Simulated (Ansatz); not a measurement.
Tantalum pentafluoride (`[F][Ta]([F])([F])([F])[F]`) at its PBE0-D4/def2-TZVP geometry, where that method's forces vanish. Total charge 0; spin multiplicity 1. Ta: def2 effective core potential.

```json
{"atom": "F1", "x (Å)": "-0.784", "y (Å)": "1.590", "z (Å)": "-0.613"}
{"atom": "Ta2", "x (Å)": "0.000", "y (Å)": "0.000", "z (Å)": "0.000"}
{"atom": "F3", "x (Å)": "-1.240", "y (Å)": "-0.085", "z (Å)": "1.365"}
{"atom": "F4", "x (Å)": "-0.358", "y (Å)": "-0.803", "z (Å)": "-1.623"}
{"atom": "F5", "x (Å)": "0.784", "y (Å)": "-1.589", "z (Å)": "0.614"}
{"atom": "F6", "x (Å)": "1.598", "y (Å)": "0.887", "z (Å)": "0.257"}
```

Task: For each bond, give half the difference of the two atoms' forces along it (eV/Å; positive pushes the atoms apart) under PBE-D4, r2SCAN-D4, B3LYP-D4, ωB97M-V in def2-TZVPP. (An estimate is asked.)

Result: Computed: 
```tsv
bond	length (Å)	PBE-D4	r2SCAN-D4	B3LYP-D4	ωB97M-V
F1–Ta2	1.876	0.34	0.13	0.20	0.06
Ta2–F3	1.846	0.30	0.09	0.18	0.03
Ta2–F4	1.846	0.31	0.09	0.18	0.03
Ta2–F5	1.876	0.34	0.13	0.20	0.06
Ta2–F6	1.846	0.31	0.09	0.18	0.03
```

B3LYP here is the variant with VWN-RPA as its local correlation; programs differ in this.
